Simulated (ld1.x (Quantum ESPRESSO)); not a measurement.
**copper: variants of one TM potential**

Base potential:

```
Element                 : copper
Generator               : ld1.x (Quantum ESPRESSO) 7.5
Type                    : norm-conserving Troullier–Martins (Kleinman–Bylander form)
Functional              : PBE
Relativity              : scalar-relativistic
Frozen core             : [Ne]
Valence charge          : 19
Reference configuration : 3s2 3p6 3d10 4s0.75 4p0.25
Partial waves           : 3s (bound): rc 1.15 bohr; 3p (bound): rc 1.00 bohr; 3d (bound): rc 0.90 bohr
Local potential         : all-electron potential smoothed inside 0.75 bohr (lloc = -1)
Core correction         : a·sin(br)/r model core inside 0.80 bohr
```

Occupied shells without a wave of their own: 4p, 4s. They enter only through the test configuration that unscreens the potential, and ld1.x also counts them in the model core charge.

Cutoffs, loose and tight: the cutoffs (Ry, on a coarse ladder) from which the occupation-weighted sum of valence levels, in a spherical-Bessel basis at the reference potential, stays within 10 and 1 mRy of its value at 400 Ry. They do not see the model core or the augmentation charge, which bear on the density cutoff. Test errors are all-electron minus pseudo excitation energies from the reference, over the configurations 3s2 3p6 3d10 4s1 4p0; 3s2 3p6 3d10 4s0 4p0; 3s2 3p6 3d9 4s0 4p0; 3s2 3p6 3d9 4s2 4p0; 3s2 3p6 3d9 4s1 4p1; 3s2 3p6 3d7 4s0 4p0; 3s2 3p6 3d10 4s0 4p1. A dash means not determined; rows that change the core or the reference have their own tests.

With those shells counted twice in exchange and correlation these files are broken, and their errors move erratically; no question is asked of them.

Cutoffs are not given where the Bessel-basis levels miss the radial ones by over 6 mRy, ghosts where they miss by over 20 mRy; a channel whose overlap is not positive is not tested.

```csv
change,outcome,"cutoff, loose","cutoff, tight",bound ghosts,largest test error (meV)
base,"generated, misses its reference levels by 0.51 eV",260 Ry,over 300 Ry,none,-2145
wave 3d (bound): rc 0.90 bohr becomes 3d (bound): rc 0.58 bohr,"generated, misses its reference levels by 0.51 eV",–,–,none,-2093
wave 3d (bound): rc 0.90 bohr becomes 3d (bound): rc 0.66 bohr,"generated, misses its reference levels by 0.51 eV",over 300 Ry,over 300 Ry,none,-2120
wave 3d (bound): rc 0.90 bohr becomes 3d (bound): rc 0.74 bohr,"generated, misses its reference levels by 0.51 eV",over 300 Ry,over 300 Ry,none,-2135
wave 3d (bound): rc 0.90 bohr becomes 3d (bound): rc 0.82 bohr,"generated, misses its reference levels by 0.51 eV",300 Ry,over 300 Ry,none,-2141
wave 3d (bound): rc 0.90 bohr becomes 3d (bound): rc 0.94 bohr,"generated, misses its reference levels by 0.51 eV",260 Ry,over 300 Ry,none,-2146
wave 3d (bound): rc 0.90 bohr becomes 3d (bound): rc 1.00 bohr,"generated, misses its reference levels by 0.51 eV",230 Ry,over 300 Ry,none,-2145
wave 3d (bound): rc 0.90 bohr becomes 3d (bound): rc 1.10 bohr,"generated, misses its reference levels by 0.51 eV",200 Ry,over 300 Ry,none,-2138
wave 3d (bound): rc 0.90 bohr becomes 3d (bound): rc 1.20 bohr,"generated, misses its reference levels by 0.51 eV",180 Ry,300 Ry,none,-2123
wave 3d (bound): rc 0.90 bohr becomes 3d (bound): rc 1.24 bohr,"generated, misses its reference levels by 0.51 eV",160 Ry,300 Ry,none,-2115
wave 3d (bound): rc 0.90 bohr becomes 3d (bound): rc 1.36 bohr,"generated, misses its reference levels by 0.51 eV",160 Ry,260 Ry,none,-2064
```

Reading the sweep of the d radius (base included, trends over the rows without a ghost): The loose cutoff falls from 300 Ry at 0.82 to 160 Ry at 1.36 bohr. A larger radius leaves more room for a smooth pseudo-wave, so fewer plane waves are needed; a smaller one forces it to follow the all-electron wave where it bends sharply. The median size of the test errors (rows with all tests solved) stays near 599.6 meV.
